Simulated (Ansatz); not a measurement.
## Energy profile

The step: SiH₃F ([F][SiH3]) + H → SiH₂F ([F][SiH2]) + H₂; bonds formed: H1–H4; bonds broken: H1–Si2 (atoms numbered as in the saddle structure below).

```json
{"atom": "H1", "x (Å)": "-0.9735", "y (Å)": "0.4115", "z (Å)": "0.2607"}
{"atom": "Si2", "x (Å)": "0.4412", "y (Å)": "-0.1781", "z (Å)": "-0.0563"}
{"atom": "F3", "x (Å)": "0.5303", "y (Å)": "-0.4190", "z (Å)": "-1.6346"}
{"atom": "H4", "x (Å)": "-2.1163", "y (Å)": "0.8798", "z (Å)": "0.4658"}
{"atom": "H5", "x (Å)": "1.4984", "y (Å)": "0.7863", "z (Å)": "0.3339"}
{"atom": "H6", "x (Å)": "0.6197", "y (Å)": "-1.4805", "z (Å)": "0.6305"}
```

Electronic energies by CCSD(T) at an estimated basis limit (MP2 extrapolated from triple and quadruple zeta, plus CCSD(T) − MP2 in triple zeta), on PBE0-D4/def2-TZVP structures; SiH$_{4}$F, doublet; no counterpoise correction; spin–orbit coupling, which lowers free halogen atoms and radicals such as OH and SH, is left out. Computed with Ansatz 0.2.0 (basis: def2-TZVPP and def2-QZVPP); correlated methods freeze the cores; orbitals are unrestricted. Extrapolation: Hartree–Fock as exp(−7.88 √X), correlation as X^−2.97.

(1) Give the profile in kcal/mol, counted from the separated reactants. (Judge from chemistry; the value comes from the calculation.)

T1 diagnostic: at most 0.015. ⟨S²⟩ of the unrestricted Hartree–Fock references: 0.75 to 0.76 (a pure state has 0.75).

Results:

(1) The calculation gives:
| point | kcal/mol |
| --- | --- |
| separated: SiH$_{3}$F (linked as [F][SiH3]; H1, Si2, F3, H5, H6; singlet) + H (H4; doublet) | 0.00 |
| start structure | -0.07 |
| saddle | 5.78 |
| end structure | -10.71 |
| separated: H$_{2}$ (H1, H4; singlet) + SiH$_{2}$F (linked as [F][SiH2]; Si2, F3, H5, H6; doublet) | -10.12 |

Radical steps of this kind take place in plasma deposition and etching.

For scale, one of the runs: CCSD(T)/def2-TZVPP, 129 basis functions, launched by `ansatz run in.yaml --threads 2 --pin off --events-out ev --progress --plain --max-ram 4352MiB`. The run took 18 s on 2 CPU threads of an Intel Xeon Platinum 8488C (shared host), with 1.3 GiB of host memory at its peak.
